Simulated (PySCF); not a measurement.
PBE on Ni⁻ (nickel, charge -1), [Ar] 3d9 4s2, 2D determinant. Computed with PySCF 2.14 in x2c-TZVPPall with one added diffuse shell each of s, p, d, f type (7s6p5d3f1g, 80 functions), with scalar relativity by spin-free X2C-1e.

```
cycle= 1 E= -1520.02935815855  delta_E= 0.304  |g|= 1.27  |ddm|= 1.04
cycle= 2 E= -1518.52270994627  delta_E= 1.51  |g|=  3.2  |ddm|= 1.83
cycle= 3 E= -1520.2573226148  delta_E= -1.73  |g|= 0.643  |ddm|= 1.12
cycle= 4 E= -1520.33391580129  delta_E= -0.0766  |g|= 0.379  |ddm|=  0.8
cycle= 5 E= -1520.37633244817  delta_E= -0.0424  |g|= 0.0643  |ddm|= 0.437
cycle= 6 E= -1520.37798625012  delta_E= -0.00165  |g|= 0.00519  |ddm|= 0.0966
cycle= 7 E= -1520.37800320858  delta_E= -1.7e-05  |g|= 0.00219  |ddm|= 0.0144
cycle= 8 E= -1520.37800464878  delta_E= -1.44e-06  |g|= 0.000153  |ddm|= 0.0021
cycle= 9 E= -1520.37800465627  delta_E= -7.49e-09  |g|= 3.16e-05  |ddm|= 0.000201
cycle= 10 E= -1520.37800465654  delta_E= -2.64e-10  |g|= 5.87e-06  |ddm|= 2.72e-05
converged SCF energy = -1520.37800465654  <S^2> = 0.75634592  2S+1 = 2.0063359
```

Highest occupied orbital energy: 2.327 eV; ⟨L²⟩ = 6.04; populations by l: s 8.00, p 12.00, d 9.00, f 0.00.

(1) Can this result be used?

## Answers

(1) With care. Self-consistency was reached. At PBE the highest occupied level has a positive energy, so only the finite basis holds that electron; in a semilocal or global hybrid functional this comes from self-interaction and does not mean that the real anion is unbound.
